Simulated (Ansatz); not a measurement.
One geometry of CH$_{4}$O$_{2}$SSi (`O[SiH2]OC=S`), several functionals.

```yaml
crystal:
  periodic: [false, false, false]
  atoms:
    - {symbol: O, position_ang: [0.477643, 1.017330, 1.616245]}
    - {symbol: Si, position_ang: [0.919299, -0.060915, 0.477592]}
    - {symbol: O, position_ang: [-0.021454, 0.084352, -0.899059]}
    - {symbol: C, position_ang: [-1.217143, -0.466175, -1.085681]}
    - {symbol: S, position_ang: [-2.161177, -0.184648, -2.355272]}
    - {symbol: H, position_ang: [0.628965, 1.951469, 1.464542]}
    - {symbol: H, position_ang: [2.291889, 0.161210, -0.018272]}
    - {symbol: H, position_ang: [0.687369, -1.393846, 1.070940]}
    - {symbol: H, position_ang: [-1.516992, -1.155075, -0.288135]}
basis:
  gaussian: {orbitals: def2-TZVPP}
hamiltonian: {xc: {name: B3LYP}, dispersion: d4}
output: {forces: true, orbitals: {seedname: orbitals}}
```

```sh
$ ansatz run in.yaml --threads 4 --pin off --events-out ev --progress --plain
```

Shortened log:

```
Functional definition: B3LYP
1305 factors; their error is unknown
mean field evaluation 1: about -23905.7934 eV, gradient 7.4e1 eV
mean field evaluation 2: about -23881.4541 eV, gradient 1.3e2 eV
mean field evaluation 4: about -23914.7767 eV, gradient 1.1e1 eV
mean field evaluation 8: about -23914.9996 eV, gradient 8.4e-2 eV
mean field evaluation 16: about -23915.0225 eV, gradient 4.4e-5 eV
mean field -23915.02252507 eV, -878.8608676119 hartree, gradient 4.4e-5 eV, S^2 0.000000; 0 other end points of the search recorded, 0 dependent functions left out
reference -23915.02279553 eV, -878.8608775510 hartree; 28, 28 occupied and 205, 205 virtual orbitals, 1305 factors
Total energy: -23915.34516788 eV, -878.8727245165 hartree
Atom 0 at     0.477643     1.017330     1.616245 Å, force    -0.029044     0.096165     0.080943 eV/Å
Atom 1 at     0.919299    -0.060915     0.477592 Å, force     0.229796    -0.196101    -0.018191 eV/Å
Atom 2 at    -0.021454     0.084352    -0.899059 Å, force     0.213300     0.092349     0.020019 eV/Å
Atom 3 at    -1.217143    -0.466175    -1.085681 Å, force    -0.202125    -0.205724     0.141016 eV/Å
Atom 4 at    -2.161177    -0.184648    -2.355272 Å, force    -0.164389     0.038170    -0.202464 eV/Å
Atom 5 at     0.628965     1.951469     1.464542 Å, force    -0.013786     0.050588     0.038245 eV/Å
Atom 6 at     2.291889     0.161210    -0.018272 Å, force    -0.085385    -0.020939     0.043314 eV/Å
Atom 7 at     0.687369    -1.393846     1.070940 Å, force     0.025592     0.089780    -0.039873 eV/Å
Atom 8 at    -1.516992    -1.155075    -0.288135 Å, force     0.026042     0.055711    -0.063008 eV/Å
Dipole moment:     0.456765     0.110837     0.460939 e Å
```

Hardware: 4 threads of a server CPU on a shared host. Wall time 3.5 s, peak host memory 0.63 GiB.

The same input with `hamiltonian: {xc: lda}` and no forces (abridged; 1 s):

```
Functional definition: SPW92
mean field evaluation 16: about -23805.9363 eV, gradient 2.7e-4 eV
mean field -23805.93633973 eV, -874.8520242419 hartree, gradient 7.0e-5 eV, S^2 0.000000
Total energy: -23805.93637825 eV, -874.8520256575 hartree
```

The same input with `hamiltonian: {xc: r2scan, dispersion: d4}` (abridged; 4 s):

```
Functional definition: r2SCAN
mean field evaluation 16: about -23909.8540 eV, gradient 6.0e-3 eV
mean field -23909.85403026 eV, -878.6709289311 hartree, gradient 4.3e-5 eV, S^2 0.000000
Total energy: -23909.90365739 eV, -878.6727526944 hartree
Atom 0 force    -0.028158     0.007968     0.034320 eV/Å
Atom 1 force     0.103301    -0.064556     0.054353 eV/Å
Atom 2 force     0.282883     0.155029    -0.014341 eV/Å
Atom 3 force    -0.225107    -0.184834     0.099317 eV/Å
Atom 4 force    -0.146342     0.050454    -0.208248 eV/Å
Atom 5 force     0.004446     0.026678     0.001447 eV/Å
Atom 6 force    -0.027564    -0.014096     0.009338 eV/Å
Atom 7 force     0.013213     0.033412    -0.013166 eV/Å
Atom 8 force     0.023329    -0.010054     0.036980 eV/Å
Dipole moment:     0.468098     0.125465     0.476317 e Å
```

Changing it to `hamiltonian: {xc: {name: BHLYP}, dispersion: d4}` and no forces (abridged; 2.4 s):

```
Functional definition: BHLYP
mean field evaluation 16: about -23911.2096 eV, gradient 1.5e-4 eV
mean field -23911.20960869 eV, -878.7207455193 hartree, gradient 3.1e-5 eV, S^2 0.000000
Total energy: -23911.45503847 eV, -878.7297648974 hartree
```

The same input with `hamiltonian: {xc: {name: r2SCANh}, dispersion: d4}` and no forces (abridged; 4.1 s):

```
Functional definition: r2SCANh
mean field evaluation 16: about -23909.4154 eV, gradient 4.6e-5 eV
mean field -23909.41535325 eV, -878.6548078480 hartree, gradient 4.6e-5 eV, S^2 0.000000
Total energy: -23909.46838071 eV, -878.6567565712 hartree
```

Changing it to `hamiltonian: {xc: {name: wB97M-V}}` (abridged; 9.5 s):

```
Functional definition: wB97M-V
mean field evaluation 16: about -23911.1495 eV, gradient 2.0e-4 eV
mean field -23911.14946763 eV, -878.7185353762 hartree, gradient 7.3e-5 eV, S^2 0.000000
Total energy: -23911.14951648 eV, -878.7185371714 hartree
Atom 0 force    -0.012492     0.101949     0.052947 eV/Å
Atom 1 force     0.199708    -0.201423    -0.047842 eV/Å
Atom 2 force     0.214615     0.096974     0.006114 eV/Å
Atom 3 force    -0.323210    -0.159480    -0.022045 eV/Å
Atom 4 force     0.058161    -0.010023     0.068935 eV/Å
Atom 5 force    -0.012536    -0.024369     0.020527 eV/Å
Atom 6 force    -0.171804    -0.025524     0.071130 eV/Å
Atom 7 force     0.020062     0.160809    -0.076057 eV/Å
Atom 8 force     0.027495     0.061086    -0.073709 eV/Å
Dipole moment:     0.450968     0.112162     0.462990 e Å
```

B3LYP takes the VWN-RPA correlation (the form of Gaussian; ORCA's B3LYP/G).
